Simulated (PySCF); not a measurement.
**Basis-set dependence of InF at PBE0**

PySCF, UKS reference; singlet, unpaired electrons none; De to In + F without counterpoise correction.

```
                     basis                           relativity  functions  Re (Å)  ωe (cm⁻¹)  De (eV)  μ (D)
                  def2-SVP  scalar-relativistic core potentials         40   1.996        565     5.26  -2.86
                x2c-SVPall                        spin-free X2C         50   1.983        581     5.35  -2.75
aug-cc-pVDZ-PP/aug-cc-pVDZ  scalar-relativistic core potentials         55   2.016        517     5.41  -3.49
        cc-pVTZ-PP/cc-pVTZ  scalar-relativistic core potentials         69   2.002        536     5.38  -3.14
               def2-TZVPPD  scalar-relativistic core potentials         96   1.998        521     5.44  -3.32
```

Q: How does each smaller set differ from the one with most functions, def2-TZVPPD?

A: def2-SVP: -0.2 pm, +8.4 % in ωe, -0.18 eV in De; x2c-SVPall: -1.5 pm, +11.5 % in ωe, -0.09 eV in De; aug-cc-pVDZ-PP/aug-cc-pVDZ: +1.8 pm, -0.8 % in ωe, -0.03 eV in De; cc-pVTZ-PP/cc-pVTZ: +0.4 pm, +2.9 % in ωe, -0.06 eV in De. All at PBE0; the set with most functions is neither the basis-set limit nor always the best. The rows treat relativity differently, so the differences are not basis effects alone.

A positive dipole means In(−)F(+). Spin–orbit coupling is left out, which matters for elements this heavy, above all for dissociation energies.
